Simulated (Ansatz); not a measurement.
LiN+, multiplicity 4 (lowest of 2S+1 = 2, 4 at CCSD(T)/def2-TZVPP on PBE0 minima; our sources give no spin for the ground state, which may be another), most abundant isotopes (7.0160 and 14.0031 u). Constants from fifth-degree fits in 1/R to seven points on the lowest solution found; no spin–orbit coupling, no relativity up to Kr; ω_e x_e and α_e move by some per cent with the fit.

Cores are frozen in the correlated methods. CBS(a, b) extrapolates the correlation energy as X⁻³ and adds the Hartree–Fock energy of set b.

The values were computed with Ansatz (a first-principles code). 

```
level                                  r_e (Å)  ω_e (cm⁻¹)  ω_e x_e (cm⁻¹)  α_e (cm⁻¹)
-------------------------------------  -------  ----------  --------------  ----------
PBE/def2-TZVPP                          2.2439       259.9            8.57      0.0305
CCSD(T)/CBS(aug-cc-pVTZ, aug-cc-pVQZ)   2.2536       258.4            10.7      0.0342
```

Problem. Derive the rotational constants, the centrifugal constant, the fundamental, the zero-point energy and the force constant.

Solution. 
μ = 4.67412 u.
- PBE/def2-TZVPP: B_e = 16.8576/(μ r_e²) = 0.71628 cm⁻¹; B₀ = B_e − α_e/2 = 0.70101 cm⁻¹; D = 4B_e³/ω_e² = 2.18e-05 cm⁻¹; fundamental ω_e − 2ω_e x_e = 243 cm⁻¹; zero-point energy ω_e/2 − ω_e x_e/4 = 128 cm⁻¹; k = μ(2πcω_e)² = 18.6 N/m
- CCSD(T)/CBS(aug-cc-pVTZ, aug-cc-pVQZ): B_e = 16.8576/(μ r_e²) = 0.71011 cm⁻¹; B₀ = B_e − α_e/2 = 0.69303 cm⁻¹; D = 4B_e³/ω_e² = 2.15e-05 cm⁻¹; fundamental ω_e − 2ω_e x_e = 237 cm⁻¹; zero-point energy ω_e/2 − ω_e x_e/4 = 127 cm⁻¹; k = μ(2πcω_e)² = 18.4 N/m
